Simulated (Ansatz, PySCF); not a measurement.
AlAsH4O2, SMILES [OH][Al]([OH])[AsH2]. Atoms are numbered in the order given.

```xyz
8

Al     0.4928     0.8326    -0.0521
As    -1.3296    -0.7177     0.2081
H     -0.4695    -1.8442    -0.3562
H     -1.8662    -0.3371    -1.1683
O      0.1386     2.3840    -0.6517
H      0.7221     3.1330    -0.7750
O      2.0388     0.3350     0.4524
H      2.8587     0.8291     0.4679
```
Charge 0, spin multiplicity 1.

Coordinates come from a PBE0-D3(BJ)/def2-SVP optimisation. The structure was generated by enumeration; whether it is a known compound was not checked. Other conformers were not sampled.

Two levels are set side by side: PBE-D3(BJ)/def2-SVP (Ansatz, a quantum-chemistry and plane-wave program) and PBE0-D3(BJ)/def2-SVP (Ansatz). Each level has its own optimised geometry; the coordinates shown are those of the second. Frequencies come from the Hessian of PySCF at each geometry. Differences are taken from unrounded values.

| quantity | PBE0-D3(BJ) |
|---|---|
| mean bond length (Å) | 1.539 |
| bond Al1–As2 (Å) | 2.407 |
| bond Al1–O5 (Å) | 1.701 |
| bond Al1–O7 (Å) | 1.701 |
| bond As2–H3 (Å) | 1.526 |
| bond As2–H4 (Å) | 1.526 |
| bond O5–H6 (Å) | 0.957 |
| bond O7–H8 (Å) | 0.957 |
| highest harmonic wavenumber (cm⁻¹) | 3996 |
| mean harmonic wavenumber (cm⁻¹) | 1048 |
| zero-point energy (kcal/mol) | 26.96 |

**Question.** What does PBE-D3(BJ) give, and how far is it from PBE0-D3(BJ)? (Estimate from the structure and the level; the computed values follow.)

**Answer.** 
```json
[
 {"quantity": "mean bond length (Å)", "PBE-D3(BJ)": "1.555", "PBE-D3(BJ) minus PBE0-D3(BJ)": "0.016"},
 {"quantity": "bond Al1–As2 (Å)", "PBE-D3(BJ)": "2.424", "PBE-D3(BJ) minus PBE0-D3(BJ)": "0.017"},
 {"quantity": "bond Al1–O5 (Å)", "PBE-D3(BJ)": "1.719", "PBE-D3(BJ) minus PBE0-D3(BJ)": "0.019"},
 {"quantity": "bond Al1–O7 (Å)", "PBE-D3(BJ)": "1.719", "PBE-D3(BJ) minus PBE0-D3(BJ)": "0.019"},
 {"quantity": "bond As2–H3 (Å)", "PBE-D3(BJ)": "1.541", "PBE-D3(BJ) minus PBE0-D3(BJ)": "0.016"},
 {"quantity": "bond As2–H4 (Å)", "PBE-D3(BJ)": "1.541", "PBE-D3(BJ) minus PBE0-D3(BJ)": "0.016"},
 {"quantity": "bond O5–H6 (Å)", "PBE-D3(BJ)": "0.969", "PBE-D3(BJ) minus PBE0-D3(BJ)": "0.012"},
 {"quantity": "bond O7–H8 (Å)", "PBE-D3(BJ)": "0.969", "PBE-D3(BJ) minus PBE0-D3(BJ)": "0.012"},
 {"quantity": "highest harmonic wavenumber (cm⁻¹)", "PBE-D3(BJ)": "3817", "PBE-D3(BJ) minus PBE0-D3(BJ)": "-179"},
 {"quantity": "mean harmonic wavenumber (cm⁻¹)", "PBE-D3(BJ)": "1007", "PBE-D3(BJ) minus PBE0-D3(BJ)": "-40"},
 {"quantity": "zero-point energy (kcal/mol)", "PBE-D3(BJ)": "25.92", "PBE-D3(BJ) minus PBE0-D3(BJ)": "-1.04"}
]
```

GGA bonds tend to be longer and softer than those of functionals with exact exchange. Differences between two approximate levels are no errors against the true value.
